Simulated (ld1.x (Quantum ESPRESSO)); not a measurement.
O (Z = 8): variants of one PAW potential

Base potential:

```
Element                 : oxygen
Generator               : ld1.x (Quantum ESPRESSO) 7.5
Type                    : PAW
Functional              : BP86
Relativity              : scalar-relativistic
Frozen core             : [He]
Valence charge          : 6
Reference configuration : 2s1.5 2p4.5
Partial waves           : 2s (bound): rcut 0.80, rcutus 1.05 bohr; 2s channel at 0.35 Ry: rcut 0.80, rcutus 1.05 bohr; 2p (bound): rcut 0.75, rcutus 0.95 bohr; 2p channel at 0.9 Ry: rcut 0.75, rcutus 0.95 bohr
Local potential         : all-electron potential smoothed inside 0.70 bohr (lloc = -1)
Core correction         : Bessel-smoothed model core inside 1.00 bohr
Augmentation charge     : BESSEL, radius 0.85 bohr
```

Cutoffs, loose and tight: the cutoffs (Ry, on a coarse ladder) from which the occupation-weighted sum of valence levels, in a spherical-Bessel basis at the reference potential, stays within 10 and 1 mRy of its value at 400 Ry. They do not see the model core or the augmentation charge, which bear on the density cutoff. Test errors are all-electron minus pseudo excitation energies from the reference, over the configurations 2s2 2p4; 2s2 2p3; 2s2 2p2; 2s2 2p4.3; 2s1 2p4; 2s0 2p6; 2s2 2p1. A dash means not determined; rows that change the core or the reference have their own tests.

Cutoffs are not given where the Bessel-basis levels miss the radial ones by over 6 mRy, ghosts where they miss by over 20 mRy; a channel whose overlap is not positive is not tested.

| change | outcome | cutoff, loose | cutoff, tight | bound ghosts | largest test error (meV) |
| --- | --- | --- | --- | --- | --- |
| base | generated | 80 Ry | 120 Ry | none | -3.2 |
| waves 2s (bound): rcut 0.66, rcutus 0.70 bohr; 2s channel at 0.35 Ry: rcut 0.66, rcutus 0.70 bohr | generated | 80 Ry | 140 Ry | none | -9.4 |
| waves 2s (bound): rcut 0.74, rcutus 0.78 bohr; 2s channel at 0.35 Ry: rcut 0.74, rcutus 0.78 bohr | generated | 80 Ry | 140 Ry | none | -8.1 |
| waves 2s (bound): rcut 0.80, rcutus 1.04 bohr; 2s channel at 0.35 Ry: rcut 0.80, rcutus 1.04 bohr | generated | 80 Ry | 120 Ry | none | -3.2 |
| waves 2s (bound): rcut 0.80, rcutus 1.12 bohr; 2s channel at 0.35 Ry: rcut 0.80, rcutus 1.12 bohr | generated | 80 Ry | 120 Ry | none | -2.7 |
| waves 2s (bound): rcut 0.80, rcutus 1.24 bohr; 2s channel at 0.35 Ry: rcut 0.80, rcutus 1.24 bohr | generated | 80 Ry | 120 Ry | none | -2.3 |
| waves 2s (bound): rcut 0.80, rcutus 1.32 bohr; 2s channel at 0.35 Ry: rcut 0.80, rcutus 1.32 bohr | generated | 80 Ry | 120 Ry | none | -2.2 |
| waves 2s (bound): rcut 0.80, rcutus 1.56 bohr; 2s channel at 0.35 Ry: rcut 0.80, rcutus 1.56 bohr | generated | 80 Ry | 120 Ry | none | -1.4 |

Problem. What comes out with this change to the base: waves 2s (bound): rcut 0.80, rcutus 1.44 bohr; 2s channel at 0.35 Ry: rcut 0.80, rcutus 1.44 bohr?

Solution. outcome: generated, overlap not positive; bound ghosts: not determined (overlap not positive); largest test error (meV): +45. A file whose overlap is not positive is unfit for use, and its test errors describe a broken file.

Problem. What comes out with this change to the base: waves 2s (bound): rcut 0.80, rcutus 0.90 bohr; 2s channel at 0.35 Ry: rcut 0.80, rcutus 0.90 bohr?

Solution. outcome: generated; cutoff, loose: 80 Ry; cutoff, tight: 140 Ry; bound ghosts: none; largest test error (meV): -5.6.

Reading the sweep of the s radius (base included, trends over the rows without a ghost): The loose cutoff stays near 80 Ry. The median size of the test errors (rows with all tests solved) stays near 1.1 meV.
